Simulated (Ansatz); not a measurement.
OsO3, SMILES [O]=[Os](=[O])=[O] (connectivity only; charge and spin as stated), neutral, multiplicity 3. Atoms are numbered in the order given.

```xyz
4

Os     0.0000     0.0000    -0.0390
O      0.0000    -1.5555     0.6462
O      0.0000     0.0000    -1.7771
O      0.0000     1.5555     0.6462
```
Charge 0, spin multiplicity 3.

The structure is a stationary point at PBE0-D3(BJ)/def2-TZVP. The multiplicity is an assumed one; other spin states were not compared. The def2 effective core potentials stand for the cores of Os; spin–orbit coupling is left out.

Two levels are set side by side: PBE-D3(BJ)/def2-TZVP (Ansatz, a quantum-chemistry and plane-wave program) and PBE0-D3(BJ)/def2-TZVP (Ansatz). Each level has its own optimised geometry; the coordinates shown are those of the second. Differences are taken from unrounded values.

```json
[
 {"quantity": "mean bond length (Å)", "PBE0-D3(BJ)": "1.712", "PBE-D3(BJ)": "1.736", "PBE-D3(BJ) minus PBE0-D3(BJ)": "0.024"},
 {"quantity": "bond Os1–O2 (Å)", "PBE0-D3(BJ)": "1.700", "PBE-D3(BJ)": "1.726", "PBE-D3(BJ) minus PBE0-D3(BJ)": "0.026"},
 {"quantity": "bond Os1–O3 (Å)", "PBE0-D3(BJ)": "1.738", "PBE-D3(BJ)": "1.758", "PBE-D3(BJ) minus PBE0-D3(BJ)": "0.020"},
 {"quantity": "bond Os1–O4 (Å)", "PBE0-D3(BJ)": "1.700", "PBE-D3(BJ)": "1.726", "PBE-D3(BJ) minus PBE0-D3(BJ)": "0.026"}
]
```

Exact exchange shortens and stiffens bonds; PBE has none. Differences between two approximate levels are no errors against the true value.
